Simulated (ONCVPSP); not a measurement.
## Reading a pseudo-wave (boron (B))

Columns: radius, all-electron u(r) and pseudo u(r) of the 2p shell (level -3.84 eV) of boron in the configuration [He] 2s1.5 2p1.5; PBE, non-relativistic, ONCV scheme, ONCVPSP 4.0.1.

```
r (bohr)  all-electron  pseudo
   0.148        0.0540  0.0204
   0.295        0.1571  0.0780
   0.443        0.2667  0.1651
   0.590        0.3646  0.2686
   0.738        0.4465  0.3763
   0.885        0.5113  0.4748
   1.033        0.5616  0.5564
   1.180        0.5968  0.6149
   1.328        0.6189  0.6504
   1.475        0.6294  0.6648
   1.623        0.6306  0.6629
   1.770        0.6242  0.6496
   1.918        0.6119  0.6293
   2.065        0.5952  0.6056
   2.213        0.5751  0.5804
   2.360        0.5528  0.5551
   2.508        0.5288  0.5296
   2.655        0.5041  0.5043
   2.802        0.4790  0.4790
   2.950        0.4538  0.4538
   3.098        0.4289  0.4289
   3.245        0.4047  0.4047
   3.393        0.3811  0.3811
   3.540        0.3585  0.3585
   3.688        0.3367  0.3367
   3.835        0.3160  0.3160
```

Q: How many radial nodes do the two functions have?

A: The all-electron 2p function has n − l − 1 = 0; the pseudo-wave has 0.

Q: At about which radius was the pseudo-wave matched?

A: 2.95 bohr. The columns agree to 0.0005 from 2.65 bohr on; several derivatives are matched, so the curves merge somewhat inside the radius.

Q: Where does each function peak?

A: Outermost all-electron maximum near 1.62 bohr, pseudo maximum near 1.48 bohr (to the table’s step).

Q: Is the pseudo-wave norm-conserving?

A: Yes: the ONCV scheme keeps the norm inside the radius equal to the all-electron one, which fixes the energy derivative of the logarithmic derivative at the level.
